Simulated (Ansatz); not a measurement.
CClFInN, SMILES `N#[C][In]([F])[Cl]`. The species carries charge 0 and has multiplicity 1. Correlated methods include outer-core shells of In, which these sets cover unevenly. In takes the def2 core potential.

```xyz
5

N     2.441   -0.386    0.868
C     1.364   -0.198    0.506
In   -0.578    0.116   -0.176
F    -1.674    1.393    0.756
Cl   -1.552   -0.925   -1.955
```

Give the diagnostics of a CCSD(T)/def2-TZVPP run (frozen core, Ansatz). (An estimate is asked.)

The calculation gave: T1 = 0.0156, largest single amplitude 0.034, largest double 0.040, (T) share of the correlation energy 4.0 %, 10 CCSD cycles. The RHF solution is stable towards an unrestricted one. T1 lies under the customary mark of 0.02 for closed shells.
